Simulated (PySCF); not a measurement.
C3H12N2OSn (SMILES CC[O][Sn]([CH3])([NH2])[NH2]), singlet, at a GFN2-xTB geometry (such geometries of metal compounds can be far from the true shape) (all electrons, no relativity), with bond 8-1 at 1.4 times its length; CASSCF(6,5)/STO-3G run with PySCF.

The PySCF input:
```python
from pyscf import gto, scf, mcscf
import numpy

mol = gto.M(
    atom='''
C    -3.519880    0.607370    0.920188
C    -2.442480   -0.013853    0.042745
O    -1.224749    0.613804    0.327400
Sn    0.610563   -0.054160   -0.113437
C     1.808547    1.738360    0.177391
N     1.174332   -1.540771    1.160089
N     0.460902   -1.025550   -1.911965
H    -4.869655   -0.024320    0.613937
H    -3.570335    1.676422    0.733595
H    -3.277421    0.451815    1.967978
H    -2.699885    0.124044   -1.014194
H    -2.392170   -1.093158    0.234527
H     2.763056    1.454695    0.602737
H     1.280235    2.398383    0.853416
H     1.962892    2.237692   -0.772316
H     0.753553   -2.429572    0.910554
H     0.888189   -1.348316    2.113930
H     0.184160   -0.408333   -2.667210
H     1.337827   -1.449274   -2.190611
''',
    basis='sto-3g',
    charge=0,
    spin=0,
    verbose=4,
)

mf = scf.RHF(mol)
mf.kernel()
mc = mcscf.CASSCF(mf, 5, 6)
mc.fix_spin_(ss=0.0)
mc.kernel()
occ = numpy.linalg.eigvalsh(mc.fcisolver.make_rdm1(mc.ci, mc.ncas, mc.nelecas))[::-1]
ss = mc.fcisolver.spin_square(mc.ci, mc.ncas, mc.nelecas)[0]
print('natural occupations', occ.round(4), ' <S^2>', round(ss, 4))
```

What does PySCF print? Leave out banner, timings and long lists.


```
PySCF version 2.14.0

[INPUT] verbose = 4
[INPUT] num. atoms = 19
[INPUT] num. electrons = 102
[INPUT] charge = 0
[INPUT] spin (= nelec alpha-beta = 2S) = 0
[INPUT] symmetry False subgroup None
[INPUT] Mole.unit = angstrom
[INPUT] Symbol           X                Y                Z      unit          X                Y                Z       unit  Magmom
[...]
nuclear repulsion = 769.277920000075
number of shells = 41
number of NR pGTOs = 207
number of NR cGTOs = 69
basis = sto-3g
ecp = {}

******** <class 'pyscf.scf.hf.RHF'> ********
method = RHF
initial guess = minao
damping factor = 0
level_shift factor = 0
DIIS = <class 'pyscf.scf.diis.CDIIS'>
diis_start_cycle = 1
diis_space = 8
diis_damp = 0
SCF conv_tol = 1e-09
SCF conv_tol_grad = None
SCF max_cycles = 50
direct_scf = True
direct_scf_tol = 1e-13
Set gradient conv threshold to 3.16228e-05
Initial guess from minao.
init E= -6247.20456051595
[...]
cycle= 1 E= -6263.55835210492  delta_E= -16.4  |g|= 0.743  |ddm|= 5.16
[...]
cycle= 2 E= -6263.77848659105  delta_E= -0.22  |g|= 0.195  |ddm|= 1.39
[...]
cycle= 3 E= -6263.79297393343  delta_E= -0.0145  |g|= 0.0479  |ddm|= 0.354
[...]
cycle= 4 E= -6263.79420635662  delta_E= -0.00123  |g|= 0.0113  |ddm|= 0.103
[...]
cycle= 5 E= -6263.79430220636  delta_E= -9.58e-05  |g|= 0.00313  |ddm|= 0.0346
[...]
cycle= 6 E= -6263.79431117987  delta_E= -8.97e-06  |g|= 0.000968  |ddm|= 0.0113
[...]
cycle= 7 E= -6263.79431217937  delta_E= -9.99e-07  |g|= 0.000191  |ddm|= 0.00452
[...]
cycle= 8 E= -6263.79431221578  delta_E= -3.64e-08  |g|= 6.53e-05  |ddm|= 0.000762
[...]
cycle= 9 E= -6263.79431221951  delta_E= -3.73e-09  |g|= 1.32e-05  |ddm|= 0.000242
[...]
cycle= 10 E= -6263.79431221964  delta_E= -1.36e-10  |g|= 3.85e-06  |ddm|= 4.82e-05
[...]
Extra cycle  E= -6263.79431221963  delta_E= 1.18e-11  |g|= 1.91e-06  |ddm|= 1.05e-05
converged SCF energy = -6263.79431221963

******** <class 'pyscf.mcscf.mc1step.CASSCF'> ********
CAS (3e+3e, 5o), ncore = 48, nvir = 16
max_cycle_macro = 50
max_cycle_micro = 4
conv_tol = 1e-07
conv_tol_grad = None
orbital rotation max_stepsize = 0.02
orbital rotation threshold for CI restart = 0.01
augmented hessian ah_max_cycle = 30
augmented hessian ah_conv_tol = 1e-12
augmented hessian ah_linear dependence = 1e-14
augmented hessian ah_level shift = 1e-08
augmented hessian ah_start_tol = 2.5
augmented hessian ah_start_cycle = 3
augmented hessian ah_grad_trust_region = 3
kf_trust_region = 3
kf_interval = 4
ci_response_space = 4
ci_grad_trust_region = 3
with_dep4 0
natorb = False
canonicalization = True
sorting_mo_energy = False
ao2mo_level = 2
internal_rotation = False
******** <class 'pyscf.fci.addons.SpinPenaltyFCISolver'> ********
max. cycles = 50
conv_tol = 1e-08
davidson only = True
linear dependence = 1e-12
level shift = 0.001
max iter space = 12
nroots = 1
pspace_size = 400
spin = None
CASCI E = -6263.79729157340  S^2 = 0.0000000
Set conv_tol_grad to 0.000316228
macro iter   1 ( 21 JK    4 micro), CASSCF E = -6263.80419507026  dE = -6.90349685e-03  S^2 = 0.0000000
               |grad[o]|=0.00957  |grad[c]|=0.0405  |ddm|=0.0726  |maxRot[o]|=0.279
macro iter   2 ( 21 JK    4 micro), CASSCF E = -6263.81542919600  dE = -1.12341257e-02  S^2 = 0.0000000
               |grad[o]|=0.0164  |grad[c]|=0.102  |ddm|=0.0525  |maxRot[o]|=0.232
macro iter   3 ( 21 JK    4 micro), CASSCF E = -6263.82114181123  dE = -5.71261523e-03  S^2 = 0.0000000
               |grad[o]|=0.0176  |grad[c]|=0.0267  |ddm|=0.0134  |maxRot[o]|=0.148
macro iter   4 ( 12 JK    3 micro), CASSCF E = -6263.82295731606  dE = -1.81550483e-03  S^2 = 0.0000000
               |grad[o]|=0.0112  |grad[c]|=0.0496  |ddm|=0.0215  |maxRot[o]|=0.0981
macro iter   5 ( 21 JK    4 micro), CASSCF E = -6263.82322303924  dE = -2.65723173e-04  S^2 = 0.0000000
               |grad[o]|=0.00687  |grad[c]|=0.00988  |ddm|=0.00839  |maxRot[o]|=0.145
macro iter   6 (  7 JK    2 micro), CASSCF E = -6263.82364729425  dE = -4.24255018e-04  S^2 = 0.0000000
               |grad[o]|=0.00525  |grad[c]|=0.00139  |ddm|=0.00321  |maxRot[o]|=0.0699
macro iter   7 (  7 JK    2 micro), CASSCF E = -6263.82391559740  dE = -2.68303150e-04  S^2 = 0.0000000
               |grad[o]|=0.00261  |grad[c]|=0.00693  |ddm|=0.00548  |maxRot[o]|=0.0697
macro iter   8 (  7 JK    2 micro), CASSCF E = -6263.82406408882  dE = -1.48491418e-04  S^2 = 0.0000000
               |grad[o]|=0.00141  |grad[c]|=0.00328  |ddm|=0.00668  |maxRot[o]|=0.0697
macro iter   9 (  6 JK    2 micro), CASSCF E = -6263.82411935695  dE = -5.52681277e-05  S^2 = 0.0000000
               |grad[o]|=0.001  |grad[c]|=0.00143  |ddm|=0.00324  |maxRot[o]|=0.0499
macro iter  10 (  5 JK    2 micro), CASSCF E = -6263.82413577135  dE = -1.64144049e-05  S^2 = 0.0000000
               |grad[o]|=0.000668  |grad[c]|=0.000942  |ddm|=0.00123  |maxRot[o]|=0.0277
macro iter  11 (  9 JK    3 micro), CASSCF E = -6263.82409813166  dE =  3.76396920e-05  S^2 = 0.0000000
               |grad[o]|=0.000379  |grad[c]|=0.00282  |ddm|=0.00174  |maxRot[o]|=0.0505
macro iter  12 (  7 JK    2 micro), CASSCF E = -6263.82411856417  dE = -2.04325097e-05  S^2 = 0.0000000
               |grad[o]|=0.000486  |grad[c]|=0.000366  |ddm|=0.000582  |maxRot[o]|=0.021
macro iter  13 (  6 JK    2 micro), CASSCF E = -6263.82413520501  dE = -1.66408399e-05  S^2 = 0.0000000
               |grad[o]|=0.000256  |grad[c]|=0.000798  |ddm|=0.000712  |maxRot[o]|=0.0274
macro iter  14 (  9 JK    3 micro), CASSCF E = -6263.82411020019  dE =  2.50048233e-05  S^2 = 0.0000000
               |grad[o]|=0.000163  |grad[c]|=0.0015  |ddm|=0.001  |maxRot[o]|=0.037
macro iter  15 ( 21 JK    4 micro), CASSCF E = -6263.82411180050  dE = -1.60031323e-06  S^2 = 0.0000000
               |grad[o]|=0.000402  |grad[c]|=0.00111  |ddm|=0.000343  |maxRot[o]|=0.00321
macro iter  16 (  7 JK    2 micro), CASSCF E = -6263.82413386634  dE = -2.20658339e-05  S^2 = 0.0000000
               |grad[o]|=0.00027  |grad[c]|=0.000911  |ddm|=0.000953  |maxRot[o]|=0.033
macro iter  17 (  6 JK    2 micro), CASSCF E = -6263.82414125149  dE = -7.38515791e-06  S^2 = 0.0000000
               |grad[o]|=0.000173  |grad[c]|=0.000632  |ddm|=0.000552  |maxRot[o]|=0.0239
macro iter  18 (  7 JK    1 micro), CASSCF E = -6263.82414243030  dE = -1.17881063e-06  S^2 = 0.0000000
               |grad[o]|=0.000107  |grad[c]|=0.000598  |ddm|=0.000169  |maxRot[o]|=0.00873
macro iter  19 (  5 JK    1 micro), CASSCF E = -6263.82414261849  dE = -1.88189915e-07  S^2 = 0.0000000
               |grad[o]|=4.88e-05  |grad[c]|=0.000234  |ddm|=5.58e-05  |maxRot[o]|=0.00348
macro iter  20 (  1 JK    1 micro), CASSCF E = -6263.82414261886  dE = -3.61069397e-10  S^2 = 0.0000000
               |grad[o]|=2.59e-05  |grad[c]|=2.27e-05  |ddm|=7.51e-06  |maxRot[o]|=    0
1-step CASSCF converged in  20 macro (206 JK  50 micro) steps
CASSCF canonicalization
Density matrix diagonal elements [1.98341161 1.98568681 1.97371932 0.03375702 0.02342524]
CASSCF energy = -6263.82414261886
CASCI E = -6263.82414261886  E(CI) = -8.39675965374136  S^2 = 0.0000000
natural occupations [1.9974 1.978  1.9696 0.0331 0.0219]  <S^2> 0.0
```
